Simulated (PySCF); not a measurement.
Frontier orbitals and the lowest excitations

C3H7FO2Si.
Cartesian coordinates in Å at the PBE0-D3(BJ)/def2-SVP level; atoms count from 1:
```
atom  x, y, z in Å
O1    -0.482   -0.944    0.676
C2    -0.173   -0.058   -0.085
C3     1.236    0.292   -0.459
C4     2.251   -0.595    0.224
F5     3.512   -0.222   -0.165
O6    -1.085    0.713   -0.678
Si7   -2.735    0.384   -0.310
H8     1.412    1.351   -0.210
H9     1.334    0.224   -1.555
H10    2.089   -1.652   -0.043
H11    2.171   -0.509    1.320
H12   -2.987    0.590    1.140
H13   -3.458    1.399   -1.119
H14   -3.092   -0.990   -0.749
```

Theory: TDDFT CAM-B3LYP/def2-SVPD, vertical, gas phase, core orbitals frozen in the response in PySCF 2.14.0, density-fitted response routines.

Frontier orbitals with the atoms that hold most of them (Löwdin shares over 4%, at most four atoms; ? is withheld):

```tsv
orbital	ε (eV)	atoms
LUMO+2	1.09	Si7 52%, H13 11%, H12 10%, H14 10%
LUMO+1	0.79	C2 35%, O1 28%, O6 12%, C3 9%
LUMO	0.75	?
HOMO	-10.13	?
HOMO-1	-10.88	O6 32%, O1 16%, Si7 16%, H12 10%
HOMO-2	-11.27	F5 29%, C4 22%, H10 10%, H11 10%
HOMO-3	-11.32	Si7 31%, H13 21%, O6 19%, H14 9%
```

Question: Which atoms hold the LUMO, and with what shares?

Answer: Si7 (bonded to O and 3 H) 31%; O6 (bonded to C and Si) 12%; C2 (bonded to C and 2 O) 12%; H12 (bonded to Si) 10%.

Question: Give the leading atoms of the HOMO.

Answer: O1 (bonded to C) 66%; O6 (bonded to C and Si) 10%; C3 (bonded to 2 C and 2 H) 8%; C2 (bonded to C and 2 O) 8%. By element: oxygen 76%, carbon 17% or more.

Question: The HOMO–LUMO gap is 10.87 eV. Where does the response calculation put the lowest singlet, and from which orbitals?

Answer: S1 is at 5.93 eV (f = 0.0003), 4.94 eV below the gap, made of HOMO→LUMO+1 (95%). Its leading pair isn't HOMO and LUMO; the energies of that pair differ by 10.91 eV. Without the coupling terms of the response equations the lowest excitation would equal the gap.

Question: One configuration dominates each of S1, S2 and S3. Which, and how do the shares of the two leading atoms of either orbital change from the occupied to the empty one?

Answer: 
- S1 (5.93 eV, f 0.0003), HOMO→LUMO+1 (95%): O1 66% → 28%, O6 10% → 12%, C2 8% → 35%; low, almost dark, from the terminal oxygen into the C=O bond, the pattern of n→π*
- S2 (7.81 eV, f 0.019), HOMO→LUMO (81%): O1 66% → at most 10%, O6 10% → 12%, Si7 at most 8% → 31%
- S3 (8.11 eV, f 0.0024), HOMO-1→LUMO (75%): O6 32% → 12%, O1 16% → at most 10%, Si7 16% → 31%

Löwdin shares depend on the basis, the more so with diffuse functions.

One conformer stands for the species.
